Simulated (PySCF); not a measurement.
Compound: C4H10ClFSi.
Numbering: `[CH3:1][CH2:2][C@H:3]([CH2:4][Cl:5])[SiH2:6][F:7]` (hydrogens: H8, H9, H10 on C1; H11, H12 on C2; H13 on C3; H14, H15 on C4; H16, H17 on Si6)

Structure used (GFN2-xTB), in Å, numbered top down from 1:
```xyz
17
C4H10ClFSi angstrom
C      2.1747   -0.1334   -0.0995
C      0.7576   -0.6926   -0.0259
C     -0.2880    0.1930   -0.7170
C     -0.5526    1.4717    0.0584
Cl    -1.5168    1.1231    1.5188
Si    -1.9134   -0.7706   -1.0118
F     -1.6117   -1.7206   -2.2828
H      2.8772   -0.8409    0.3350
H      2.2642    0.8037    0.4448
H      2.4630    0.0410   -1.1344
H      0.7519   -1.6756   -0.5022
H      0.4716   -0.8299    1.0188
H      0.1219    0.4964   -1.6882
H     -1.1394    2.1765   -0.5306
H      0.3630    1.9561    0.3970
H     -2.9930    0.1028   -1.4437
H     -2.2370   -1.6883    0.0651
```

Method used: TDDFT PBE0/def2-SVPD, vertical, gas phase, core orbitals frozen in the response in PySCF.

Ground-to-excited transition dipoles (e·a0, same axes as the geometry; the sign carries no meaning), for the states with f of 0.002 or more among the lowest 8:

```json
{"state": "S1", "E (eV)": "7.197", "μx": "-0.189", "μy": "-0.147", "μz": "-0.110"}
{"state": "S2", "E (eV)": "7.373", "μx": "0.161", "μy": "0.101", "μz": "0.162"}
{"state": "S3", "E (eV)": "7.452", "μx": "-0.216", "μy": "0.011", "μz": "-0.065"}
{"state": "S5", "E (eV)": "7.807", "μx": "0.170", "μy": "-0.223", "μz": "0.002"}
{"state": "S6", "E (eV)": "7.852", "μx": "-0.024", "μy": "-0.265", "μz": "-0.091"}
{"state": "S7", "E (eV)": "8.093", "μx": "0.036", "μy": "0.326", "μz": "0.360"}
{"state": "S8", "E (eV)": "8.206", "μx": "0.052", "μy": "0.009", "μz": "-0.307"}
```

**Question.** What oscillator strength does each state have?

**Answer.** f = (2/3) ΔE |μ|² with ΔE in hartree (27.2114 eV).

```json
{"state": "S1", "|μ|² (au)": "0.069", "|μ| (D)": "0.67", "f": "0.012"}
{"state": "S2", "|μ|² (au)": "0.062", "|μ| (D)": "0.64", "f": "0.011"}
{"state": "S3", "|μ|² (au)": "0.051", "|μ| (D)": "0.57", "f": "0.009"}
{"state": "S5", "|μ|² (au)": "0.079", "|μ| (D)": "0.71", "f": "0.015"}
{"state": "S6", "|μ|² (au)": "0.079", "|μ| (D)": "0.71", "f": "0.015"}
{"state": "S7", "|μ|² (au)": "0.237", "|μ| (D)": "1.24", "f": "0.047"}
{"state": "S8", "|μ|² (au)": "0.097", "|μ| (D)": "0.79", "f": "0.020"}
```

**Question.** Which bond between heavy atoms lies closest to the direction of the S7 transition dipole?

**Answer.** Si6–F7, at 16° from it; next C3–C4 at 22°.

**Question.** What angle do the transition dipoles of S2 and S6 make?

**Answer.** |cos θ| = |μa·μb| / (|μa| |μb|) = 0.64, so θ ≈ 50° (taken between 0 and 90°, since the signs are arbitrary).

**Question.** What peak molar absorption coefficient would the strongest computed level give as a lone Gaussian band 0.4 eV wide at half height?

**Answer.** ε(max) = 2.175×10⁸ f / FWHM, with the width in cm⁻¹. S7: 2.175×10⁸ × 0.0471 / 3226 ≈ 3200 L mol⁻¹ cm⁻¹.

Hardware: an Arm Neoverse N1 with one thread, no GPU, shared host with 64 logical CPUs at a one-minute load of 61. Cost: 97 s of wall time, 0.89 GiB resident at most.

One conformer stands for the species.

Without π bonds the low states may be Rydberg-like; a valence basis with one diffuse set may place them up to an eV too high.
